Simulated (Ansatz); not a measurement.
Cost and result up the ladder for Be4Se5 (9 atoms). Total charge 0; singlet. Geometry: PBE0-D4/def2-SVP.

```tsv
atom	x (Å)	y (Å)	z (Å)
Be1	0.450	0.324	-1.606
Be2	-1.399	-0.927	-0.269
Be3	-0.400	-0.076	1.983
Be4	1.504	1.212	0.606
Se5	-1.173	-0.881	-2.445
Se6	1.572	0.227	2.386
Se7	0.530	-1.754	-0.907
Se8	-2.336	-0.276	1.424
Se9	1.253	2.150	-1.172
```

Ansatz on 2 threads of AMD EPYC 7R13 on a shared host and a share (18 GiB) of an NVIDIA H100 80GB HBM3. Times are rough, and most runs start from the orbitals of an earlier one. ωB97M-V/def2-TZVP serves as the yardstick here, not as an exact answer. Binding counts from free atoms at the same level (Be singlet, Se triplet; other spins of the atoms weren't run), without zero-point energy.

Correlated methods freeze 45 core orbitals; core or outer-core shells of Se are correlated, in sets that lack core-valence functions. Another isomer (singlet) lies 0.99 eV lower at PBE0-D4/def2-TZVP; other spin states weren't run for this one.

| level | functions | wall time |
| --- | --- | --- |
| MP2/def2-TZVP | 316 | 11 s |
| BLYP-D4/def2-TZVP | 316 | 13 s |
| r2SCAN-D4/def2-TZVP | 316 | 14 s |
| PBE0-D4/def2-TZVP | 316 | 14 s |
| PBE-D4/def2-TZVP (with forces) | 316 | 14 s |
| ωB97M-V/def2-TZVP | 316 | 19 s |

Problem. Estimate what each level gives for the binding energy per atom (eV).

Solution. 
| level | binding energy per atom (eV) | difference from ωB97M-V/def2-TZVP (eV) |
| --- | --- | --- |
| MP2/def2-TZVP | 3.21 | 0.06 |
| BLYP-D4/def2-TZVP | 3.18 | 0.04 |
| r2SCAN-D4/def2-TZVP | 3.35 | 0.21 |
| PBE0-D4/def2-TZVP | 3.30 | 0.16 |
| PBE-D4/def2-TZVP (with forces) | 3.37 | 0.23 |
| ωB97M-V/def2-TZVP | 3.15 | 0.00 |
